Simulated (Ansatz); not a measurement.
Basis-set extrapolation for H6KNSi2 (PBE0-D4/def2-TZVP geometry, frozen core, Ansatz). Multiplicity 1, RHF reference. For K the program correlates outer-core shells too, which these sets cover unevenly, so the extrapolated numbers aren't a true limit.

|  | def2-TZVPP | def2-QZVPP |
| --- | --- | --- |
| HF | -1235.071837 | -1235.106350 |
| MP2 correlation | -0.640407 | -0.725896 |
| CCSD(T) correlation | -0.715536 | not run |

Energies in hartree. Use E(X) = E(∞) + A·exp(−7.88·√X) for Hartree–Fock and E(X) = E(∞) + B·X^(−2.97) for correlation, with X = 3 and 4, and add CCSD(T) minus MP2 of the smaller set to the MP2 limit.

Q: What is the CCSD(T) energy at the basis-set limit?

A: HF limit: -1235.106350 + (-0.034513) × 0.13774 = -1235.11110. MP2 limit: -0.725896 + (-0.085489) × 0.74074 = -0.78922. Higher-order term: -0.715536 − (-0.640407) = -0.07513. Total: -1235.97545 hartree, 493.8 kJ/mol below CCSD(T)/def2-TZVPP.
